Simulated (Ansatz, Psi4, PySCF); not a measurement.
C2H9InN, charge +1, singlet, geometry from GFN2-xTB (such geometries of metal compounds can be far from the true shape) (all electrons, no relativity). Base run: R2SCAN/STO-3G run with PySCF.

Here is a job for PySCF.
```python
from pyscf import gto, scf, dft

mol = gto.Mole()
mol.atom = '''
    In    0.01029216    0.25808808    0.06989038
    C     1.73797640    0.84692082   -1.26039157
    H     2.61736320    0.31016744   -0.90906612
    H     1.88244548    1.92293075   -1.18576466
    H     1.47689291    0.55587623   -2.27634374
    C    -1.69717134    0.22996896    1.54824413
    H    -2.56637048   -0.17166069    1.03031352
    H    -1.87885657    1.24785044    1.88771495
    H    -1.40043788   -0.41034404    2.37695452
    N    -0.08325956   -2.14434856   -0.57701847
    H    -0.74633417   -2.31444460   -1.33208764
    H    -0.36877472   -2.74357612    0.19645205
    H     0.81774317   -2.49401433   -0.90078781
'''
mol.basis = 'sto-3g'
mol.charge = 1
mol.verbose = 4
mol.build()

mf = dft.RKS(mol)
mf.xc = 'r2scan'
mf.kernel()
```

The same geometry, method and basis name were run in Ansatz (a program for electronic structure) and Psi4 and PySCF, at each program's defaults and at the settings that a row names. The base is PySCF at its defaults. Differences at the defaults can come from grids, fitting, cores and function types together. The rows with settings made alike still differ; the cause (another SCF solution, basis table, core potential or functional code) wasn't traced.

```
code and settings                                                               ΔE vs base (mEh)  basis functions       E (Eh)  SCF cycles
------------------------------------------------------------------------------  ----------------  ---------------  -----------  ----------
PySCF, defaults (exact integrals, its default grid, spherical functions)                   0.000               51  -5819.54934           9
Ansatz, defaults (factorised integrals, its default grid, spherical functions)             1.003               51  -5819.54833           -
PySCF, fine grid                                                                           1.748               51  -5819.54759           9
Psi4, exact integrals, spherical functions, fine grid                                     -1.328               51  -5819.55066          11
Ansatz, high accuracy                                                                      1.004               51  -5819.54833           -
```
